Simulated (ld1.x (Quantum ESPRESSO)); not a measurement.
PBEsol TM dataset for Ru (Z = 44), fully relativistic all-electron reference.

ld1.x (Quantum ESPRESSO) 7.5 input, shortened:

```
&input
   title='Ru', zed=44., rel=2, dft='PBESOL', iswitch=3,
   config='[Kr] 4d7 5s1 5p0', rel_dist='average'
 /
 &inputp
   pseudotype=2, tm=.true., lloc=0,
   nlcc=.false.
 /
3
5P  2  1   0.00   0.00  3.85  3.85  0.0
4D  3  2   7.00   0.00  1.75  1.75  0.0
5S  1  0   1.00   0.00  2.90  2.90  0.0
 &test
   configts(1)='4d7 5s1 5p0'
 /
```

Open shells are filled in proportion to 2j + 1 (rel_dist='average').

Poles of the logarithmic derivatives, all-electron (AE) and pseudo (PS). s: poles at 0.0, 2.9 (AE) and 0.0, 2.5 (PS) Ry. p1/2: poles at 0.6, 3.5 (AE) and 0.5, 3.3 (PS) Ry. p3/2: poles at 0.6, 3.6 (AE) and 0.6, 3.3 (PS) Ry. d3/2: poles at -0.4, 1.7, 5.0 (AE) and -0.4, 1.8 (PS) Ry. d5/2: poles at -0.3, 1.7, 5.0 (AE) and -0.3, 1.9 (PS) Ry. Test radius 4.20 bohr.

- Cutoffs needed: 50 Ry and 60 Ry (the cutoffs (Ry, on a coarse ladder) from which the occupation-weighted sum of valence levels, in a spherical-Bessel basis at the reference potential, stays within 10 and 1 mRy of its value at 400 Ry)
- Ghost test: no extra level below or beside the all-electron valence levels (p1/2, p3/2, d3/2, d5/2, s, f tested) (spherical-Bessel basis up to 400 Ry, 20 bohr box)
- Largest excitation error: -433 meV (all-electron minus pseudo) for 4d5 5s0 5p0, out of 7 test configurations
